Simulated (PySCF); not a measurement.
## Te²⁺: excitation energy

Te²⁺ [Kr] 4d10 5s2 5p2 (3P) → Te²⁺ [Kr] 4d10 5s2 5p1 5d1 (high-spin determinant), as a difference of total energies. Calculation: PySCF 2.14, in aug-cc-pVQZ-PP with ECP28MDF (7s7p5d3f2g, 92 functions); scalar relativity through the core potential. Correlated levels: valence: 4s2 4p6 4d10 frozen. The calculations carry no spin-orbit coupling.

| method | excitation energy (eV) |
| --- | --- |
| UHF | 13.075 |
| LDA | 12.196 |
| PBE | 11.986 |
| PBE0 | 12.352 |
| r2SCAN | 12.488 |
| LC-wPBE | 12.872 |
| r2SCANh | 12.578 |
| B2PLYP | 12.395 |
| r2SCAN0 | 12.712 |
| MP2 (valence) | 12.669 |
| SCS-MP2 (valence) | 12.674 |

How much does correlation contribute at MP2 (valence)?

12.669 − (13.075) = -0.406 eV, measured against UHF.

The promoted electron is Rydberg-like, and one or two diffuse shells describe it only roughly, which tends to raise the upper state.

The determinant of the upper state mixes LS terms, which raises its energy above the lowest term, most at the Hartree-Fock and MP2 levels.
